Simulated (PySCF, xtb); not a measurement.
Se(Br)(GeH3) (BrGeH₃Se), SMILES [GeH3][Se]Br.

Harmonic wavenumbers (cm⁻¹) from GFN2-xTB (xtb) at its own minimum, in rising order: 66, 90, 257, 280, 463, 467, 729, 804, 835, 1928, 2016, 2041.

Task: What does PySCF with ωB97X-D3(BJ)/def2-SVP give at its own minimum? (The exact figures need the calculation; the answer reports its results.)

Result: 87, 132, 301, 321, 549, 562, 834, 882, 900, 2198, 2216, 2216. Paired by order, the mean absolute difference is 102 cm⁻¹ and the zero-point energies are 14.3 and 16.0 kcal/mol.
